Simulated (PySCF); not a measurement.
**Trend along the alkali metals: MSn cations**

PBE0 with double-zeta basis sets in PySCF, for the lowest determinant that a PBE0 search found; no spin–orbit coupling. De refers to high-spin ground-configuration atoms (the charge goes to the atom of lower measured ionisation energy or higher electron affinity, which is not always the lowest computed limit). A positive dipole points towards Sn; it is taken about the centre of mass and depends on that origin.

```
 M      basis  charged atom  state (unpaired electrons)  Re (Å)  ωe (cm⁻¹)  De (eV)   μ (D)
Li   def2-SVP           Li+          triplet (σ ↑, π ↑)   3.012        209     0.82   -9.61
 K   def2-SVP            K+          triplet (σ ↑, π ↑)   3.909       66.6     0.35  -11.51
Cs  def2-SVPD           Cs+          triplet (σ ↑, π ↑)   4.272       40.5     0.27   -7.12
```

Problem. The row for M = Na is missing. Estimate Re, ωe and De as the mean of the rows for Li and K, and compare with the calculation.

Solution. The means are 3.460 Å, 138 cm⁻¹ and 0.58 eV. PBE0 in def2-SVP gives NaSn⁺ as a triplet (σ ↑, π ↑) with Re = 3.409 Å, ωe = 106 cm⁻¹, De = 0.60 eV, so the estimate is off by +5.1 pm, +30 % and -0.02 eV.

The rows differ in basis set, which adds steps of its own.

Weak bonds: CsSn⁺, KSn⁺. Basis-set superposition, not corrected here, can be much of De in a small basis, most of all at correlated wavefunction levels. These are scalar-relativistic numbers at best; spin–orbit coupling would shift them, the dissociation energy most. For an ion De counts to the pair picked by the measured ionisation energies or electron affinities, which need not be the lowest pair at this level. States were picked by a PBE0 search and need not be the measured ground states.
